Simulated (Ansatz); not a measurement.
`FCC(F)C(F)(F)OC(F)F`, charge 0, multiplicity 1.

(1) Give a relaxed structure at PBE0-D4/def2-TZVP (Ansatz). (Estimate.)

Results:

(1) Ansatz gave: 
Z-matrix (Å, degrees):
```
C
C 1 1.507
F 1 1.374 2 109.0
H 1 1.092 2 110.3 3 -119.4
H 1 1.093 2 110.1 3 119.3
C 2 1.528 1 112.3 3 -166.3
F 2 1.376 1 110.3 3 73.3
H 2 1.094 1 110.3 3 -46.1
O 6 1.374 2 115.5 1 -52.7
F 6 1.337 2 108.6 1 65.5
F 6 1.347 2 109.1 1 -177.2
C 9 1.379 6 119.0 2 -70.6
F 12 1.334 9 107.0 6 -138.7
F 12 1.344 9 109.0 6 105.4
H 12 1.090 9 113.3 6 -16.9
```
This is one stationary point; other conformers may exist.
